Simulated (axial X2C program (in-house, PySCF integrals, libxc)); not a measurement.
**Nuclear properties of NAsN²⁺**

Calculated with an axial X2C code built on PySCF integrals: two-component X2C with atomic mean-field Coulomb and Gaunt terms, Gaussian nuclei, basis N dyall-av3z, As dyall-v3z with contracted cores.

N–As–N held linear, with bonds 1.844 and 1.844 Å (near the PBE0 minimum at charge 2 of the determinant lowest at the starting distance; the state shown can have its own minimum elsewhere, held linear; other orders of the atoms were not compared).

Input and command:
```json
{"zs": [7, 33, 7], "q": 2, "bas": ["dyall-av3z", "dyall-v3z", "dyall-av3z"], "r0": [1.74, 1.74], "symm": 1, "scan": ["PBE0", "HF", "PBE"], "levels": ["PBE0", "HF", "BHandHLYP"], "nst": 2}
```
```bash
python solin.py task.json out
```

Keys: zs atomic numbers; q charge; bas basis sets; r0 starting distance in Å; symm equal bonds; scan levels of the two-bond scan; levels methods; nst determinants followed.

Determinant lowest in the PBE0 search, Ω = 5/2 (⟨Sz⟩ = 1.50, ⟨Lz⟩ = 1.00 at PBE0), spin on the atoms N 0.85, As -0.19, N 0.85:

```json
{"level": "PBE0", "A∥/gI N (MHz)": "-29.9", "qzz N (a.u.)": "0.51", "A∥/gI As (MHz)": "176", "qzz As (a.u.)": "-4.00"}
{"level": "HF", "A∥/gI N (MHz)": "-28.8", "qzz N (a.u.)": "0.83", "A∥/gI As (MHz)": "-22.5", "qzz As (a.u.)": "-5.48"}
{"level": "BHandHLYP", "A∥/gI N (MHz)": "-26.5", "qzz N (a.u.)": "0.65", "A∥/gI As (MHz)": "171", "qzz As (a.u.)": "-4.55"}
```

Determinant 0.16 eV from it at PBE0 and this distance, Ω = 1/2 (⟨Sz⟩ = 1.50, ⟨Lz⟩ = -1.00 at PBE0), spin on the atoms N 0.84, As -0.18, N 0.84:

```
    level  A∥/gI N (MHz)  qzz N (a.u.)  A∥/gI As (MHz)  qzz As (a.u.)
     PBE0           -288          0.52           -2020          -4.24
       HF           -181          0.83           -3660          -5.72
BHandHLYP           -226          0.66           -2350          -4.80
```

A∥ (defined per Ω) follows by multiplying with gI = μI/(I μN); qzz is the electric field gradient, eQq0 = 234.96 MHz × Q/barn × qzz. The operators were transformed with the bare-nucleus X2C matrices; with these basis sets, hyperfine constants and field gradients can be off by tens of per cent, and where levels differ in sign neither size nor sign is settled.

(1) With gI(14N) = 0.4038, Q(14N) = 0.02044 barn, Q(75As) = 0.311 barn (g factors from the IAEA table of nuclear moments by Stone; Q from Pyykkö, Mol. Phys. 2018), turn the PBE0 values of the first state into constants in MHz.

The molecule was held linear; bending was not examined, so a bent shape may lie lower.

Each state is one determinant with collinear spin, which with several unpaired electrons need not be a pure state. Unrestricted Hartree–Fock can overshoot spin polarisation at the nuclei. With several open shells hyperfine constants can be off by a factor of several. The search compared states at one distance, so a state with another bond length can lie lower. Where a field gradient or hyperfine factor spreads by more than a factor of two over the levels, a constant derived from it is not to be relied on. PBE0 term energies can be off by some tenths of an eV.

## Answers

(1) A∥(14N) = -29.9 × 0.4038 = -12.1 MHz; eQq0(14N) = 234.96 × (0.02044) × (0.51) = 2.45 MHz; eQq0(75As) = 234.96 × (0.311) × (-4.00) = -292 MHz.
